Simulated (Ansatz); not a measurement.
Energy needed to pull apart AlB$_{2}$H$_{2}$Cl (SMILES [Cl][Al]1[BH][BH]1), singlet, into free ground-state atoms, from the structure below (displaced at random from its PBE0-D4/def2-TZVP minimum); no zero-point or spin–orbit terms; open-shell atoms are treated unrestricted, in their ground-state multiplicity.

Cl1  (-1.281, -2.729, 0.113)
Al2  (-0.368, -0.820, 0.044)
B3  (1.039, 0.706, -0.390)
B4  (-0.122, 1.186, 0.364)
H5  (1.847, 0.134, -1.009)
H6  (-1.136, 1.535, 0.965)
(Å)

Ansatz 0.2.0; basis: def2-TZVPP; cores frozen in the correlated methods.

| method | atomization energy (eV) |
| --- | --- |
| PBE-D4 | 20.18 |
| r2SCAN-D4 | 20.08 |
| PBE0-D4 | 19.82 |
| wB97M-V | 19.66 |
| HF | ? |
| MP2 | ? |
| CCSD | 18.37 |
| CCSD(T) | 18.86 |

Question: What does MP2 give? (To be estimated.)

Answer: By the calculation: 19.60 eV, which is about 0.74 eV more than CCSD(T)/def2-TZVPP.

Question: What does HF give? (To be estimated.)

Answer: The calculation gives: 14.53 eV, which is about 4.33 eV less than CCSD(T)/def2-TZVPP.

In triple zeta the MP2 and coupled-cluster atomization energies are still short of their basis limit by a few kcal/mol a bond, whereas those of the functionals are nearly converged, so these differences are not deviations from converged CCSD(T).

T1 diagnostic: at most 0.014.

For scale, one of the runs: CCSD(T)/def2-TZVPP forces, 174 basis functions, launched by `ansatz run in.yaml --threads 2 --pin off --events-out ev --progress --plain --max-ram 4352MiB`. Time: 3.8 min of wall clock on 2 CPU threads of an Arm Neoverse N1; the host was shared. Peak host memory: 2.5 GiB.
